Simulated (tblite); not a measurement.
C7H13P.
SMILES with atom numbers: `[CH3:1][C:2]1=[CH:3][P:4]1[CH2:5][CH:6]([CH3:7])[CH3:8]` (hydrogens: H9, H10, H11 on C1; H12 on C3; H13, H14 on C5; H15 on C6; H16, H17, H18 on C7; H19, H20, H21 on C8)

Structure optimised with GFN2-xTB, isolated species.

**Question.** What internal coordinates does the optimisation give?

**Answer.** 
```csv
bond,length (bohr)
C1–C2,2.774
C2=C3,2.475
C3–P4,3.470
P4–C5,3.565
C5–C6,2.890
"C6–C7, C6–C8",2.884
C2–P4,3.481
"C1–H9, C1–H10, C1–H11",2.060
C3–H12,2.016
"C5–H13, C5–H14",2.069
C6–H15,2.072
C7–H16 and 5 like bonds,2.057
```

Bonds in one row agree within 0.02 bohr and their mean is given. A selection of angles:
```csv
angle,degrees
C1–C2–C3,146.9
C1–C2–P4,144.2
C3–C2–P4,68.9
C2–C3–P4,69.4
C3–P4–C5,100.9
C2–P4–C3,41.7
C2–P4–C5,101.3
P4–C5–C6,112.2
C5–C6–C7,110.4
C7–C6–C8,110.6
```

Torsions: C1–C2–C3–P4 179° (antiperiplanar); C2–C3–P4–C5 95° (anticlinal); C3–P4–C5–C6 -153° (antiperiplanar); P4–C5–C6–C7 65° (synclinal); C1–C2–P4–C3 -179° (antiperiplanar). The mirror-image conformer, all signs reversed, is as good.

The 3 C–P bonds span 1.836 Å (C3–P4, drawn single) to 1.886 Å (P4–C5, drawn single), a spread of 0.050 Å. P4 (phosphine phosphorus) is pyramidal (angles 101.3°, 100.9° and 41.7°, sum 243.9°, 1.13 Å off the plane of its three neighbours). Of the pairs four or more bonds apart, P4···H17 is among the closest relative to their van der Waals radii: 2.79 Å, 93 % of the sum of Bondi's values. The 3-membered ring C2–C3–P4 has internal angles of 41.7° to 69.4°. The C–C distances run from 1.310 Å (C2=C3, drawn double) to 1.530 Å (C5–C6, drawn single), a spread of 0.220 Å.

Point group: C1 (no symmetry element, even within 0.4 Å). Its GFN2-xTB frequencies are all real (lowest 43 cm⁻¹). One conformer, not necessarily the lowest. 3 starts were optimised and ended at 0.00, 0.34 and 0.83 kcal/mol (GFN2-xTB); the lowest of these is shown.

All values are computed, not measured.
